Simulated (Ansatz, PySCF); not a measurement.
System: C3H6NO, net charge 0, doublet state. It need not be the lowest isomer of its formula. 
Structure (B3LYP-D3(BJ)/def2-TZVP (Ansatz, a quantum-chemistry and plane-wave program) minimum search):
```xyz
11

C     -1.2689    -0.5565    -0.5033
N     -0.1775     0.0404     0.2636
C     -0.4578     0.4402     1.6292
C      1.0338     0.2140    -0.2660
O      1.4520    -0.0476    -1.3571
H     -2.1031     0.1449    -0.5831
H     -0.9050    -0.8000    -1.4977
H     -1.6227    -1.4666    -0.0127
H      0.4435     0.8634     2.0655
H     -0.7742    -0.4204     2.2251
H     -1.2540     1.1893     1.6552
```
Charge 0, spin multiplicity 2.

Dipole moments at this geometry, in debye (magnitudes).

```json
[
 {"level": "HF/def2-TZVPD", "program": "PySCF", "dipole (D)": "4.30"},
 {"level": "BLYP/def2-TZVPD", "program": "PySCF", "dipole (D)": "3.90"},
 {"level": "revPBE/def2-TZVPD", "program": "Ansatz", "dipole (D)": "3.86"},
 {"level": "r2SCAN/def2-TZVPD", "program": "Ansatz", "dipole (D)": "3.99"},
 {"level": "B97M-V/def2-TZVPD", "program": "Ansatz", "dipole (D)": "3.87"},
 {"level": "B3LYP/def2-TZVPD", "program": "Ansatz", "dipole (D)": "4.00"},
 {"level": "PBE0/def2-TZVPD", "program": "Ansatz", "dipole (D)": "4.01"},
 {"level": "TPSSh/def2-TZVPD", "program": "PySCF", "dipole (D)": "3.97"},
 {"level": "r2SCANh/def2-TZVPD", "program": "Ansatz", "dipole (D)": "4.03"},
 {"level": "M06-2X/def2-TZVPD", "program": "PySCF", "dipole (D)": "4.06"},
 {"level": "HSE06/def2-TZVPD", "program": "Ansatz", "dipole (D)": "4.00"},
 {"level": "wB97M-V/def2-TZVPD", "program": "Ansatz", "dipole (D)": "(withheld)"},
 {"level": "wB97X-V/def2-TZVPD", "program": "Ansatz", "dipole (D)": "4.02"},
 {"level": "CCSD(T)/aug-cc-pVDZ", "program": "Ansatz", "dipole (D)": "(withheld)"}
]
```

Task: Complete the blanks.

Result: 
- wB97M-V/def2-TZVPD, dipole (D): 3.97
- CCSD(T)/aug-cc-pVDZ, dipole (D): 3.95
